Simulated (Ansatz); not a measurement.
Born–Oppenheimer molecular dynamics of FH6PSi2 (10 atoms, charge 0, multiplicity 1). It goes on from the last frame of an earlier run, with new velocities.

Computed with RKS PBE0/STO-3G in Ansatz 0.2.0.

```json
{"ensemble": "NVT, Nosé–Hoover chain", "time step": "0.25 fs", "steps asked": "266", "set temperature": "400 K", "thermostat": "time constant 3 fs, chain length 1", "seed": "792246"}
```

First frame:

```xyz
10
Properties=species:S:1:pos:R:3
F -1.818 0.498 1.938
Si -1.051 1.040 0.589
P 1.100 0.477 0.581
Si 0.984 -1.310 -0.644
H -1.811 0.568 -0.533
H -1.073 2.515 0.552
H 1.228 1.299 -0.527
H -0.235 -1.519 -1.452
H 1.123 -2.472 0.248
H 2.143 -1.344 -1.531
```

Q: How far do the bonds stretch over the last three quarters of this one trajectory? (Pairs bonded in most of those frames.)

A: 
```csv
bond,mean (Å),spread (Å),shortest,longest
F1–Si2,1.652,0.032,1.59,1.69
Si2–P3,2.263,0.095,2.09,2.39
Si2–H5,1.456,0.031,1.40,1.52
Si2–H6,1.463,0.050,1.38,1.56
P3–Si4,2.197,0.077,2.09,2.31
P3–H7,1.410,0.021,1.38,1.45
Si4–H8,1.452,0.039,1.39,1.52
Si4–H9,1.444,0.050,1.36,1.52
Si4–H10,1.448,0.026,1.40,1.50
```

Mean temperature of the second half: 395 K. The conserved energy stayed within 0.12 meV per atom of its start (net change -0.0018 meV per atom), so the integration is sound. A run of 0.067 ps of so small a system gives no equilibrium averages. Limits of this set-up: minimal basis.

Run time: 6.3 min on 1 thread of Arm Neoverse V1, with other jobs on the host, peak memory 0.1 GiB.
